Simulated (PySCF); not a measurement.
Compound: C2H6O2SSi.
Z-matrix (Å and degrees, PBE0-D3(BJ)/def2-SVP geometry), rows numbered from 1:
```
S 
Si  1  2.1213
O   2  1.6751  1  116.99
C   3  1.4145  2  109.60  1  -106.62
C   4  1.5330  3  106.99  2   -27.11
O   5  1.4161  4  107.04  3    34.53
H   1  1.3509  2   93.76  3    66.05
H   2  1.4811  1  105.71  3   123.72
H   4  1.1066  3  109.90  2    93.06
H   4  1.1010  3  109.56  2  -148.54
H   5  1.1058  4  110.56  3   -84.99
H   5  1.1011  4  111.93  3   154.56
```

Level of theory: core-valence-separated Tamm–Dancoff BHandHLYP/aug-pcX-1 (pcseg-1 on H, def2-SVPD on Si, def2-SVPD on S) in PySCF, non-relativistic, gas phase, PBE0-D3(BJ)/def2-SVP geometry. BHandHLYP without relativity tends to put these K edges a few eV too low, so spacings mean more than positions.

What does the O 1s absorption edge look like?

```csv
E (eV),f,core hole on,main final orbital
532.98,0.0069,O6,LUMO+3 (52 %)
533.04,0.0063,O3,LUMO+4 (36 %)
533.79,0.0228,O6,spread
533.85,0.0169,O3,LUMO+3 (31 %)
533.95,0.0227,O3/O6,"LUMO (2 roots, f summed)"
534.11,0.0103,O3,LUMO (44 %)
534.31,0.0211,O3/O6,"spread (2 roots, f summed)"
534.40,0.0149,O6,spread
534.76,0.0036,O3,LUMO+2 (36 %)
```

The first line with a tenth or more of the strongest one's intensity is at 532.98 eV (f = 0.007), with the hole on O6 (silyl ether oxygen). The strongest listed is at 533.79 eV (f = 0.023; O6).

What does the C 1s absorption edge look like?

```csv
E (eV),f,core hole on,main final orbital
286.87,0.0321,C5,spread
286.90,0.0462,C4,spread
287.24,0.0306,C4/C5,"LUMO (2 roots, f summed)"
287.56,0.0644,C4/C5,"spread (2 roots, f summed)"
288.52,0.0048,C4,LUMO+2 (67 %)
288.56,0.0032,C5,spread
288.67,0.0020,C4,LUMO+3 (56 %)
288.75,0.0034,C5,LUMO+4 (60 %)
288.94,0.0048,C5,spread
```

The first line with a tenth or more of the strongest one's intensity is at 286.87 eV (f = 0.032), with the hole on C5 (sp3 carbon bound to oxygen). The strongest listed is at 287.56 eV (f = 0.064, sum of 2; C4/C5).

Roots within 0.03 eV whose holes lie on the same, on equivalent or on shared atoms are summed into one line, and the highest roots are left out, as the search may have cut off their partners. Final orbitals are the ground state's empty Kohn–Sham orbitals.

What are the wavelength and the wavenumber of the 533.04 eV line?

λ = 12398.42 eV Å/533.04 eV = 23.260 Å; 4.2993 × 10⁶ cm⁻¹.

The ionisation thresholds weren't computed; near and above them a finite basis only mimics Rydberg series and continuum.

On an Arm Neoverse V1 with one thread, on a shared host, this took 15 s and 0.86 GiB of memory at its peak.

One conformer stands for the species.
